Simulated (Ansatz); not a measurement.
Geometry optimisation, RKS revPBE/def2-SVP in Ansatz.

The input (input.yaml):

```yaml
crystal:
  periodic: [false, false, false]
  atoms:
    - { symbol: Al, position_ang: [-0.825922, -0.773754, -0.19335] }
    - { symbol: Br, position_ang: [1.17536, 1.825945, -1.928639] }
    - { symbol: Cl, position_ang: [-0.176811, -2.468417, -1.264388] }
    - { symbol: Cl, position_ang: [-2.73868, 0.063517, -0.470038] }
    - { symbol: H, position_ang: [1.160754, 1.332978, -0.5271] }
    - { symbol: "N", position_ang: [0.304621, -0.051074, 1.11507] }
    - { symbol: H, position_ang: [1.130726, -0.551286, 1.457634] }
    - { symbol: H, position_ang: [-0.030149, 0.622192, 1.810811] }
basis:
  gaussian: { orbitals: def2-SVP }
hamiltonian:
  xc: revpbe
relax:
  f_tol: 0.03
  max_steps: 50
output:
  orbitals: {}
```

Launched with:

```bash
$ ansatz run input.yaml --threads 2 --pin off --max-ram 3072MiB --backend cpu --events-out ev --progress --plain --runs-dir out
```

Question: Where does it end, and by what steps?

Answer: It converged. The force dipped under the threshold on the way, but the program's further checks kept it going. After 15 steps the energy has fallen by 2.089 eV; H5 moved furthest, 1.33 Å. Parted: Br2–H5. Joined: Al1–Br2, H5–N6.

```json
{"step": "0", "energy less start (eV)": "0.0000", "largest force component (eV/Å)": "1.155", "accepted": "yes"}
{"step": "1", "energy less start (eV)": "-0.1113", "largest force component (eV/Å)": "0.360", "accepted": "yes"}
{"step": "2", "energy less start (eV)": "-0.1636", "largest force component (eV/Å)": "0.938", "accepted": "yes"}
{"step": "3", "energy less start (eV)": "-0.2947", "largest force component (eV/Å)": "1.760", "accepted": "yes"}
{"step": "4", "energy less start (eV)": "-0.5398", "largest force component (eV/Å)": "1.811", "accepted": "yes"}
{"step": "5", "energy less start (eV)": "-0.8253", "largest force component (eV/Å)": "2.226", "accepted": "yes"}
{"step": "6", "energy less start (eV)": "-1.2007", "largest force component (eV/Å)": "2.123", "accepted": "yes"}
{"step": "7", "energy less start (eV)": "-1.6091", "largest force component (eV/Å)": "1.521", "accepted": "yes"}
{"step": "8", "energy less start (eV)": "-1.7730", "largest force component (eV/Å)": "2.873", "accepted": "yes"}
{"step": "9", "energy less start (eV)": "-1.9457", "largest force component (eV/Å)": "1.797", "accepted": "yes"}
{"step": "10", "energy less start (eV)": "-2.0597", "largest force component (eV/Å)": "0.586", "accepted": "yes"}
{"step": "11", "energy less start (eV)": "-2.0864", "largest force component (eV/Å)": "0.087", "accepted": "yes"}
{"step": "12", "energy less start (eV)": "-2.0886", "largest force component (eV/Å)": "0.024", "accepted": "yes"}
{"step": "13", "energy less start (eV)": "-2.0889", "largest force component (eV/Å)": "0.045", "accepted": "yes"}
{"step": "14", "energy less start (eV)": "-2.0892", "largest force component (eV/Å)": "0.031", "accepted": "yes"}
{"step": "15", "energy less start (eV)": "-2.0895", "largest force component (eV/Å)": "0.005", "accepted": "yes"}
```

```xyz
8
Properties=species:S:1:pos:R:3
Al -0.499 -0.228 -0.851
Br 0.473 1.262 -2.315
Cl 0.023 -2.296 -1.091
Cl -2.522 0.181 -0.262
H 1.237 0.915 0.738
N 0.498 0.212 0.893
H 0.942 -0.633 1.285
H -0.151 0.586 1.604
```

Whether the end is a true minimum wasn't checked by a vibrational analysis.

Time of the run: 37 s on 2 threads of Intel(R) Xeon(R) Platinum 8375C CPU @ 2.90GHz (Ice Lake), on a shared host, peak memory 0.2 GiB.
